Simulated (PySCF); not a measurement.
Series SiH3-X, H atom removed: substituent effects on one reactive site. Isolated molecules, 0 K electronic values unless said otherwise. One relaxed conformer stands for each flexible species; it need not be the lowest. Strings in code marks are SMILES.

The T1 excitation (TDA) from two functionals at the same geometries (r2SCAN-D4/def2-TZVP), both in PySCF: PBE-D3(BJ)/def2-TZVP and r2SCAN-D4/def2-TZVP. Excitations are Tamm–Dancoff values on a coarser integration grid. The basis has no diffuse functions, so Rydberg states are missing or too high.

```csv
species,r2SCAN-D4/def2-TZVP (eV)
"X = ethyl, parent (`CC[SiH3]`)",7.45
"X = iodo, parent (`[SiH3]I`)",5.18
"X = hydroxy, parent",6.79
"X = formyl, parent",2.63
"X = trifluoromethyl, parent (`FC(F)(F)[SiH3]`)",7.47
"X = boryl, parent (`[SiH3]B`)",3.40
```

### Question
What does PBE-D3(BJ)/def2-TZVP give for each?

### Answer

- X = ethyl, parent (`CC[SiH3]`): 6.91
- X = iodo, parent (`[SiH3]I`): 4.73
- X = hydroxy, parent: 6.14
- X = formyl, parent: 2.42
- X = trifluoromethyl, parent (`FC(F)(F)[SiH3]`): 7.00
- X = boryl, parent (`[SiH3]B`): 3.17
Over these rows, drawn at random from the members with no instability flagged (it was tested for open shells, ions and some series alone), PBE minus r2SCAN-D4: mean -0.43 eV, from -0.65 eV to -0.21 eV.
